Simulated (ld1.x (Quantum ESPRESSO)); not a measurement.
**Ranking TM potentials for Se (Z = 34)**

All share these settings but for the change named:

selenium, norm-conserving Troullier–Martins (Kleinman–Bylander form), made with ld1.x (Quantum ESPRESSO) 7.5 (revPBE, scalar-relativistic). Core [Ar], reference 3d10 4s2 4p2 (charge +2). Waves: 4s (bound): rc 1.40 bohr; 4p (bound): rc 1.70 bohr; 3d (bound): rc 1.15 bohr. Local part: all-electron potential smoothed inside 1.15 bohr (lloc = -1). Core correction: none.

Test errors are all-electron minus pseudo excitation energies from the reference, over 3d10 4s2 4p4; 3d10 4s2 4p3; 3d10 4s2 4p1; 3d10 4s0 4p6; 3d9 4s2 4p4; 3d9 4s2 4p5; 3d10 4s1 4p5. None of these files shows a bound ghost.

Of 11 variants that were run, those that failed, showed a ghost or another fault, or gave nearly equal values are left out.

Rank these variants by their largest absolute test error, smallest first.
A. local potential all-electron potential smoothed inside 1.80 bohr (lloc = -1)
B. all radii scaled by about 1.27 (s 1.78, p 2.16, d 1.46 bohr); local potential all-electron potential smoothed inside 1.46 bohr (lloc = -1)
C. type RRKJ; local potential the s channel; rho0 0.02

B (126.4 meV), C (697.8 meV), A (817.3 meV).
